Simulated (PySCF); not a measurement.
**Pt(41+): fine-structure interval**

Pt(41+) [Kr] 4d1 [4d3/2^1, M_J = 3/2] → Pt(41+) [Kr] 4d1 [4d5/2^1, M_J = 5/2], as a difference of total energies. All numbers are calculated (PySCF 2.14, the two-component X2C-1e Hamiltonian, in an uncontracted even-tempered set (16 s from 5 bohr⁻², ratio 2.8; 14 p from 6.5 bohr⁻², ratio 2.8; 9 d from 6.5 bohr⁻², ratio 2.8; 3 f from 23 bohr⁻², ratio 3)). Correlated levels: [Ar] 3d10 frozen; the 94 highest virtual spinors dropped. "Screened" scales the spin-orbit matrix elements by Boettger's factors to mimic the two-electron term; Breit and QED terms are absent.

| method | fine-structure interval (cm⁻¹) |
| --- | --- |
| GHF (screened spin-orbit) | 214230 |
| GMP2 (screened spin-orbit) | 214790 |
| GHF (bare spin-orbit) | 246020 |
